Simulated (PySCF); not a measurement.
Two species compared at the same levels of theory.

First species: C5H11F3GaN.
Z-matrix (Å and degrees, PBE0-D3(BJ)/def2-SVP geometry), rows numbered from 1:
```
C 
N   1  1.4677
C   2  1.4676  1  110.74
C   2  1.4655  1  110.41  3  -122.67
Ga  2  2.1254  1  109.20  3   120.16
C   5  2.0085  2   99.94  1   -62.35
F   6  1.3666  5  121.08  2     5.13
C   6  1.3325  5  123.73  2  -175.52
F   8  1.3124  6  126.81  5  -179.30
F   8  1.3184  6  122.05  5     0.65
H   1  1.1046  2  110.66  3    61.35
H   1  1.0983  2  109.35  3  -178.40
H   1  1.0972  2  109.32  3   -59.25
H   3  1.1047  2  110.65  1   -62.08
H   3  1.0984  2  109.38  1   177.64
H   3  1.0968  2  109.28  1    58.43
H   4  1.1046  2  110.74  1    61.46
H   4  1.0985  2  109.54  1   -59.00
H   4  1.0984  2  109.58  1  -177.98
H   5  1.5801  2   99.97  1    56.09
H   5  1.5795  2  100.14  1   179.37
```

Second species: Ti(SMe)2(OMe)2, C4H12O2S2Ti (singlet state).
SMILES: `C[O][Ti]([O]C)([S]C)[S]C`

Levels: PBE0/def2-SVPD for HOMO energy, LUMO energy, HOMO–LUMO gap and static isotropic polarisability; TDDFT PBE0/def2-SVPD for lowest singlet excitation; TDA PBE0/def2-SVPD for lowest triplet excitation (Tamm–Dancoff). Geometries: PBE0-D3(BJ)/def2-SVP. Each structure is a single optimised conformer of the isolated species, non-relativistic unless stated; the electronic structure was computed with PySCF and density fitting.

The conformers computed, where there is a choice (atom-mapped SMILES and torsion angles):
- `[CH3:1][N+:2]([CH3:3])([CH3:4])[GaH2-:5][C:6]([F:7])=[C:8]([F:9])[F:10]`: C1–N2–Ga5–C6 -62°, N2–Ga5–C6–F7 5°

```csv
property,column X,column Y
HOMO energy,-6.50 eV,-6.71 eV
LUMO energy,-1.79 eV,0.01 eV
HOMO–LUMO gap,4.71 eV,6.72 eV
lowest singlet excitation,3.38 eV,5.55 eV
lowest triplet excitation (Tamm–Dancoff),3.00 eV,4.34 eV
static isotropic polarisability,148.7 au,103.3 au
```

(1) Which column belongs to which species?

(2) How does each property change from the first species to the second?

## Answers

(1) Column X is the second species and column Y the first. The first has 21 atoms and 106 electrons, the second 21 and 106.

(2) HOMO energy +0.21 eV; LUMO energy -1.80 eV; HOMO–LUMO gap -2.01 eV; lowest singlet excitation -2.17 eV; lowest triplet excitation (Tamm–Dancoff) -1.34 eV; static isotropic polarisability +45.4 au.

On the first: The polarisability is 15.30 Å³ as a volume (1 au = 0.148185 Å³), or 0.97 au for each of the 106 electrons. The vertical singlet–triplet gap S1 − T1 is 1.21 eV (TDDFT singlet less Tamm–Dancoff triplet). The calculation is non-relativistic and has no spin–orbit coupling, an omission that weighs most on gallium.

On the second: No computed singlet falls in the visible range (750 to 380 nm, 1.65 to 3.26 eV); S1 lies 0.12 eV above its blue end. S1 lies 1.33 eV below the HOMO–LUMO gap; its leading configuration is HOMO→LUMO, weight 0.83.
